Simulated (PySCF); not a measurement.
Gas-phase reaction: 3 GaH₃.NH₃ + 4 N → 3 GaNH₂ + 4 NH₃

Computed with PySCF and rigid-rotor harmonic-oscillator thermochemistry at 1 bar. † marks an energy on the PBE0/def2-TZVP geometry and frequencies. Open shells (unrestricted): N (multiplicity 4); the rest are closed-shell singlets. Ga: all electrons, no relativistic terms. Adducts (GaH₃.NH₃) have no counterpoise correction, and HF, PBE, BLYP, B3LYP and PBE0 lack dispersion. GaH₃.NH₃, GaNH₂: computed as isolated molecules; such fragments, hydroxides, amides, oligomers or adducts are transient or little studied in the gas. The harmonic model lacks anharmonicity and excited electronic states, which grow with temperature; levels with a mode under 35 cm⁻¹ are left out. Soft modes under 120 cm⁻¹ make the harmonic entropy rough for GaH₃.NH₃.

```csv
level,"ΔE electronic, kJ","ΔH°(298 K), kJ","ΔS°(298 K), J/K","ΔG°(1200 K), kJ"
HF/def2-TZVP†,-849,-764,60,-791
PBE0/def2-QZVP†,-1924,-1839,60,-1865
r2SCAN/def2-TZVP†,-1793,-1708,60,-1735
LDA/def2-TZVP†,-2246,-2161,60,-2188
ωB97X-V/def2-TZVP†,-1846,-1761,60,-1787
```
ΔH° is lowest at LDA/def2-TZVP† and highest at HF/def2-TZVP†. No reference value is set beside these.
